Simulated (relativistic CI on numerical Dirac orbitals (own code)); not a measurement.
# Co7+: calculation against measurement

Calculated at this level of theory: Dirac-Coulomb-Breit CI, KLI orbitals optimised for each configuration, QED by a radiative potential, valence Slater integrals scaled by 0.9, P86 correlation estimate, and configurations built on the next ion tied to the tabulated ionisation energy (semi-empirical) (own radial code, finite nucleus).

Configurations in the expansion (outside the closed core [Ne]): 3s2 3p6 3d2, 3s2 3p6 3d 4s, 3s2 3p6 3d 4p, 3s2 3p6 3d 4d, 3s2 3p6 3d 5s, 3s2 3p6 3d 4f, 3s2 3p5 3d3, 3s2 3p4 3d4, 3s 3p6 3d3, 3s2 3p6 4s2, 3s2 3p6 4s 4p, 3p6 3d4, 3s2 3p6 4p2, 3s2 3p6 4s 4d, 3s2 3p6 3d 5p, 3s2 3p6 4p 4d, 3s2 3p6 3d 5d, 3s2 3p5 3d2 4s, 3s2 3p6 3d 5f, 3s 3p5 3d4, 3s2 3p6 3d 5g, 3s2 3p5 3d 4s2, 3s2 3p6 4d2, 3s2 3p5 3d2 4p. Levels of other configurations are missing.

```csv
Configuration,Term (tabulated),J,Measured (cm⁻¹),Computed,Error,Purity (%)
3s2 3p6 3d2,3F,2,0.0,0,0,98
3s2 3p6 3d2,3F,3,1430.0,1402,-28,98
3s2 3p6 3d2,3F,4,3144.0,3086,-58,98
3s2 3p6 3d2,1D,2,19624.0,18610,-1014,89
3s2 3p6 3d2,3P,0,22304.0,21489,-815,98
3s2 3p6 3d2,3P,1,22839.0,22024,-815,98
3s2 3p6 3d2,3P,2,24055.0,23186,-869,90
3s2 3p6 3d2,1G,4,32360.0,32337,-23,98
3s2 3p6 3d2,1S,0,74247.0,68789,-5458,97
3s2 3p6 3d 4p,1D°,2,542430.0,549875,7445,65
3s2 3p6 3d 4p,3D°,1,542701.0,550677,7976,95
3s2 3p6 3d 4p,3D°,2,544314.0,552202,7888,85
3s2 3p6 3d 4p,3D°,3,545834.0,553700,7866,89
3s2 3p6 3d 4p,3F°,2,547400.0,555494,8094,79
3s2 3p6 3d 4p,3F°,3,548799.0,556913,8114,90
3s2 3p6 3d 4p,3F°,4,551524.0,559780,8256,85
3s2 3p6 3d 4p,3P°,1,554082.0,562122,8040,92
3s2 3p6 3d 4p,3P°,0,554287.0,562334,8047,97
3s2 3p6 3d 4p,3P°,2,554998.0,563032,8034,94
3s2 3p6 3d 4p,1F°,3,557736.0,566171,8435,97
3s2 3p6 3d 4p,1P°,1,563271.0,570582,7311,93
3s2 3p5 3d3,3P° †,0,612076.0,488076,-124000,96
3s2 3p5 3d3,3P° †,1,613869.0,488220,-125649,64
3s2 3p5 3d3,3P° †,2,619010.0,487564,-131446,62
3s2 3p6 3d 4f,1G°,4,811205.0,819152,7947,84
3s2 3p6 3d 4f,3F°,2,812862.0,820656,7794,95
3s2 3p6 3d 4f,3F°,3,813298.0,821081,7783,96
3s2 3p6 3d 4f,3F°,4,814130.0,821888,7758,89
3s2 3p6 3d 4f,3G°,3,817839.0,826407,8568,88
3s2 3p6 3d 4f,1D°,2,818633.0,825912,7279,92
3s2 3p6 3d 4f,3G°,4,818958.0,827499,8541,96
3s2 3p6 3d 4f,3G°,5,819657.0,828229,8572,97
3s2 3p6 3d 4f,3D°,1,820599.0,829095,8496,86
3s2 3p6 3d 4f,3D°,2,820605.0,829109,8504,75
3s2 3p6 3d 4f,3P°,2,823064.0,831174,8110,74
3s2 3p6 3d 4f,3P°,1,823613.0,831637,8024,87
3s2 3p6 3d 4f,3P°,0,823928.0,831918,7990,98
3s2 3p6 3d 4f,1H°,5,827140.0,836267,9127,97
3s2 3p6 3d 4f,1P°,1,827508.0,837079,9571,93
```

Measured levels from Sugar and Corliss, J. Phys. Chem. Ref. Data 10, 1097 (1981); pairs were made by configuration, J and term (by order where the table uses no LS term), so strongly mixed levels may be paired wrongly.

Mean error by configuration (cm⁻¹): 3s2 3p6 3d2 -1135; 3s2 3p6 3d 4p 7959; 3s2 3p6 3d 4f 8271. Over the excited levels the mean absolute error is 6533 cm⁻¹ (38 of the 55 excited levels that our extract of the source holds in range could be paired, and the others can miss by more), and the median relative error of those above 1,000 cm⁻¹ is 1.4 %. † marks terms whose computed intervals miss the measured ones by more than a factor of 2.5, or configurations far off the rest, from wrong mixing, a near crossing or a doubtful label or measurement; they are left out of the means.
